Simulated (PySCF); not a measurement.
Geometry:
```json
{"atom": "Zn1", "x (Å)": "0.000", "y (Å)": "-0.001", "z (Å)": "0.001"}
{"atom": "F2", "x (Å)": "-0.317", "y (Å)": "-0.064", "z (Å)": "1.900"}
{"atom": "F3", "x (Å)": "1.898", "y (Å)": "0.003", "z (Å)": "-0.336"}
{"atom": "F4", "x (Å)": "-0.781", "y (Å)": "1.602", "z (Å)": "-0.728"}
{"atom": "F5", "x (Å)": "-0.799", "y (Å)": "-1.542", "z (Å)": "-0.836"}
```

Total charge -2.

Geometry: PBE0-D3(BJ)/def2-SVP; GIAO absolute shieldings from PySCF 2.14, gas phase, non-relativistic, averaged over equivalent atoms.

At PBE0/pcSseg-1 (pcSseg-2 on Zn) (141 basis functions, 8.9 s wall time on 1 thread of an x86-64 server CPU, shared host):
```csv
atoms,σ (ppm)
Zn1,1715.4
F2/F3/F4/F5,470.5
```

Problem. Predict the values at PBE/pcSseg-1 (pcSseg-2 on Zn) on the same geometry.

Solution. 
```csv
atoms,σ at PBE/pcSseg-1 (pcSseg-2 on Zn),change
Zn1,1627.1,-88.3
F2/F3/F4/F5,460.8,-9.7
```

The largest change is at Zn1 (Zn bonded to 4 F). Cost: 141 basis functions, 10 s wall time on 1 thread of an x86-64 server CPU, shared host.
